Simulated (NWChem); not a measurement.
## Polarisability of BF

```xyz
2

B      0.0000     0.0000    -0.8123
F      0.0000     0.0000     0.4513
```
Charge 0, spin multiplicity 1.

Program: NWChem. Structure: optimised with B3LYP/def2-SVP, a minimum by its harmonic frequencies.

Basis set: 6-31G*. Static limit. This basis has no diffuse functions, which lowers polarisabilities.

The correlated methods keep 2 core orbitals frozen. B3LYP has NWChem's definition, with VWN1-RPA local correlation. The Pople sets run with spherical d functions. The structure started from a generated list of species. Coupled-cluster values serve here as a point of comparison, not as the truth.

```json
[
 {"method": "HF", "isotropic polarisability (bohr³)": "(withheld)"},
 {"method": "LDA (SVWN5)", "isotropic polarisability (bohr³)": "15.20"},
 {"method": "PBE", "isotropic polarisability (bohr³)": "(withheld)"},
 {"method": "B3LYP", "isotropic polarisability (bohr³)": "14.81"},
 {"method": "CCSD linear response", "isotropic polarisability (bohr³)": "14.08"}
]
```

Question: Complete the blanks.

Answer: 
- HF, isotropic polarisability (bohr³): 14.49
- PBE, isotropic polarisability (bohr³): 15.12
